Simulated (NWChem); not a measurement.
System: AlH, singlet; SMILES [AlH]

NWChem printed, in part:

```
             Northwest Computational Chemistry Package (NWChem) 7.3.0
             --------------------------------------------------------

                             Geometry "geometry" -> ""
                             -------------------------

 Output coordinates in angstroms (scale by  1.889725989 to convert to a.u.)

  No.       Tag          Charge          X              Y              Z
 ---- ---------------- ---------- -------------- -------------- --------------
    1 Al                  13.0000     0.00000000     0.00000000     0.14227400
    2 H                    1.0000     0.00000000     0.00000000    -1.52490800

 Effective nuclear repulsion energy (a.u.)       4.1263066882

  pbe96 is a nonlocal functional; adding pw91lda local functional.
                              NWChem Property Module
                              ----------------------

  itol2e modified to match energy
  convergence criterion.

                                 NWChem DFT Module
                                 -----------------

 Summary of "ao basis" -> "ao basis" (spherical)
 ------------------------------------------------------------------------------
       Tag                 Description            Shells   Functions and Types
 ---------------- ------------------------------  ------  ---------------------
 Al                         pcsseg-1                10       24   4s5p1d
 H                          pcsseg-1                 3        5   2s1p

  itol2e modified to match energy
  convergence criterion.

            General Information
            -------------------
          SCF calculation type: DFT
          Wavefunction type:  closed shell.
          No. of atoms     :     2
          No. of electrons :    14
           Alpha electrons :     7
            Beta electrons :     7
          Charge           :     0
          Spin multiplicity:     1
          Use of symmetry is: off; symmetry adaption is: off
          Maximum number of iterations: 150
          AO basis - number of functions:    29
                     number of shells:    13
          Convergence on energy requested:  1.00D-07
          Convergence on density requested:  1.00D-05
          Convergence on gradient requested:  5.00D-04

              XC Information
              --------------
          PerdewBurkeErnzerhof Exchange Functional  1.000
            Perdew 1991 LDA Correlation Functional  1.000 local
           PerdewBurkeErnz. Correlation Functional  1.000 non-local

             Grid Information
             ----------------
          Grid used for XC integration:  fine
          Radial quadrature: Mura-Knowles
          Angular quadrature: Lebedev.
          Tag              B.-S. Rad. Rad. Pts. Rad. Cut. Ang. Pts.
          ---              ---------- --------- --------- ---------
          Al                  1.25      123           8.0       770
          H                   0.35       60           9.0       590
          Grid pruning is: on
          Number of quadrature shells:   183
          Spatial weights used:  Erf1

      Superposition of Atomic Density Guess
      -------------------------------------

 Sum of atomic energies:        -242.35359150

      Non-variational initial energy
      ------------------------------

 Total energy =    -242.256212
 1-e energy   =    -345.186874
 2-e energy   =      98.804356
 HOMO         =      -0.191111
 LUMO         =      -0.011507

   convergence    iter        energy       DeltaE   RMS-Dens  Diis-err
 ---------------- ----- ----------------- --------- --------- ---------
 d= 0,ls=0.0,diis     1   -242.8105873408 -2.47D+02  2.38D-02  1.97D-01
 d= 0,ls=0.0,diis     2   -242.8188915818 -8.30D-03  1.79D-02  1.71D-02
 d= 0,ls=0.0,diis     3   -242.8221147788 -3.22D-03  7.17D-03  7.95D-03
 d= 0,ls=0.0,diis     4   -242.8243536178 -2.24D-03  4.14D-04  2.57D-05
 d= 0,ls=0.0,diis     5   -242.8243596618 -6.04D-06  6.89D-05  5.96D-07
 d= 0,ls=0.0,diis     6   -242.8243597880 -1.26D-07  1.45D-05  9.04D-08
 d= 0,ls=0.0,diis     7   -242.8243597997 -1.18D-08  3.81D-07  2.76D-11

         Total DFT energy =     -242.824359799740
      One electron energy =     -345.608659232067
           Coulomb energy =      117.450690571387
    Exchange-Corr. energy =      -18.792697827229
 Nuclear repulsion energy =        4.126306688170

 Numeric. integr. density =       13.999999745157

                       DFT Final Molecular Orbital Analysis
                       ------------------------------------

 Vector    5  Occ=2.000000D+00  E=-2.540667D+00
              MO Center= -1.2D-12,  4.2D-12,  1.4D-01, r^2= 1.3D-01
   Bfn.  Coefficient  Atom+Function         Bfn.  Coefficient  Atom+Function
  ----- ------------  ---------------      ----- ------------  ---------------
     7      0.450883  1 Al pz                10      0.450822  1 Al pz
    13      0.268829  1 Al pz

 Vector    6  Occ=2.000000D+00  E=-3.262372D-01
              MO Center=  3.5D-09,  3.3D-09, -6.6D-01, r^2= 1.8D+00
   Bfn.  Coefficient  Atom+Function         Bfn.  Coefficient  Atom+Function
  ----- ------------  ---------------      ----- ------------  ---------------
     3      0.591513  1 Al s                  2     -0.358410  1 Al s
    25      0.308736  2 H  s                  4      0.200523  1 Al s
    26      0.155337  2 H  s                 16     -0.123234  1 Al pz
     1      0.057568  1 Al s                 10      0.035232  1 Al pz
     7      0.030118  1 Al pz

 Vector    7  Occ=2.000000D+00  E=-1.795554D-01
              MO Center=  6.3D-09,  6.0D-09,  1.1D-01, r^2= 3.1D+00
   Bfn.  Coefficient  Atom+Function         Bfn.  Coefficient  Atom+Function
  ----- ------------  ---------------      ----- ------------  ---------------
     4      0.439803  1 Al s                  3      0.414230  1 Al s
    26     -0.364146  2 H  s                 16      0.311207  1 Al pz
    25     -0.311836  2 H  s                  2     -0.241529  1 Al s
    19      0.175652  1 Al pz                10     -0.077443  1 Al pz
     7     -0.068393  1 Al pz                22     -0.052972  1 Al d  0

 Vector    8  Occ=0.000000D+00  E=-9.468495D-02
              MO Center=  8.4D-10, -6.8D-09,  1.3D-01, r^2= 3.8D+00
   Bfn.  Coefficient  Atom+Function         Bfn.  Coefficient  Atom+Function
  ----- ------------  ---------------      ----- ------------  ---------------
    18      0.627279  1 Al py                15      0.487694  1 Al py
     9     -0.105358  1 Al py                 6     -0.093490  1 Al py

 Vector    9  Occ=0.000000D+00  E=-9.468495D-02
              MO Center= -7.2D-09,  4.3D-10,  1.3D-01, r^2= 3.8D+00
   Bfn.  Coefficient  Atom+Function         Bfn.  Coefficient  Atom+Function
  ----- ------------  ---------------      ----- ------------  ---------------
    17      0.627279  1 Al px                14      0.487694  1 Al px
     8     -0.105358  1 Al px                 5     -0.093490  1 Al px

 Vector   10  Occ=0.000000D+00  E= 3.661430D-02
              MO Center= -1.2D-09, -1.0D-09,  2.2D-01, r^2= 5.8D+00
   Bfn.  Coefficient  Atom+Function         Bfn.  Coefficient  Atom+Function
  ----- ------------  ---------------      ----- ------------  ---------------
    26      1.542314  2 H  s                 19      1.424413  1 Al pz
     4     -0.946832  1 Al s                 25      0.262901  2 H  s
    16      0.248380  1 Al pz                 3     -0.224576  1 Al s
    22      0.112962  1 Al d  0               2      0.110617  1 Al s
    10     -0.041149  1 Al pz                 7     -0.038194  1 Al pz

     Multipole analysis of the density
     ---------------------------------

     L   x y z        total         alpha         beta         nuclear
     -   - - -        -----         -----         ----         -------
     0   0 0 0     -0.000000     -7.000000     -7.000000     14.000000

     1   1 0 0     -0.000000     -0.000000     -0.000000      0.000000
     1   0 1 0     -0.000000     -0.000000     -0.000000      0.000000
     1   0 0 1      0.003920     -0.304794     -0.304794      0.613507

     2   2 0 0     -9.186364     -4.593182     -4.593182      0.000000
     2   1 1 0     -0.000000     -0.000000     -0.000000      0.000000
     2   1 0 1     -0.000000     -0.000000     -0.000000      0.000000
     2   0 2 0     -9.186364     -4.593182     -4.593182      0.000000
     2   0 1 1     -0.000000     -0.000000     -0.000000      0.000000
     2   0 0 2    -15.031533    -12.137597    -12.137597      9.243661

          -----------------------------------------
          Chemical Shielding Tensors (GIAO, in ppm)
          -----------------------------------------

                                NWChem CPHF Module
                                ------------------

  scftype          =     RHF
  nclosed          =        7
  nopen            =        0
  variables        =      154
  # of vectors     =        3
  tolerance        = 0.10D-03
  level shift      = 0.00D+00
  max iterations   =       50
  max subspace     =       30

 SCF residual:    5.6425471480890046E-007

Iterative solution of linear equations
  No. of variables      154
  No. of equations        3
  Maximum subspace       30
        Iterations       50
       Convergence  1.0D-04

   iter   nsub   residual    time
   ----  ------  --------  ---------
     1      3    2.36D-06       2.7

      Atom:    1  Al
        Diamagnetic
    791.0349     -0.0000     -0.0000
     -0.0000    791.0349     -0.0000
     -0.0000     -0.0000    787.7386

        Paramagnetic
  -1106.7944      0.0000      0.0000
      0.0000  -1106.7944      0.0000
      0.0000      0.0000      0.0000

        Total Shielding Tensor
   -315.7595      0.0000      0.0000
      0.0000   -315.7595      0.0000
      0.0000      0.0000    787.7386

           isotropic =      52.0732
          anisotropy =    1103.4980

          Principal Components and Axis System
                 1           2           3
              787.7386   -315.7595   -315.7595

      1         0.0000      0.7245      0.6893
      2         0.0000     -0.6893      0.7245
      3         1.0000     -0.0000     -0.0000

      Atom:    2  H
        Diamagnetic
     24.7029     -0.0000     -0.0000
     -0.0000     24.7029     -0.0000
     -0.0000     -0.0000     33.3609

        Paramagnetic
     -8.1194     -0.0000      0.0000
     -0.0000     -8.1194      0.0000
      0.0000      0.0000     -0.0000

        Total Shielding Tensor
     16.5835     -0.0000      0.0000
     -0.0000     16.5835      0.0000
      0.0000      0.0000     33.3609

           isotropic =      22.1760
          anisotropy =      16.7774

          Principal Components and Axis System
                 1           2           3
               33.3609     16.5835     16.5835

      1         0.0000      0.8563      0.5165
      2         0.0000     -0.5165      0.8563
      3         1.0000     -0.0000     -0.0000
```

Level: PBE/pcSseg-1, GIAO. Low-valent species are run as closed-shell singlets; no triplet was tried in these runs. Coordinates come from a PBE0/def2-SVP optimisation. The printed shielding anisotropy is the first printed principal value minus the mean of the other two.

**Question.** Write an input that gives this output.

**Answer.** Several could match; the one computed here: the input that was run:
```
start job
memory heap 200 mb stack 900 mb global 1100 mb
geometry units angstroms noautosym nocenter noautoz
  Al     0.000000     0.000000     0.142274
  H      0.000000     0.000000    -1.524908
end
basis spherical
  Al library pcsseg-1
  H library pcsseg-1
end
dft
  xc xpbe96 cpbe96
  iterations 150
end
property
  shielding
end
task dft property
```
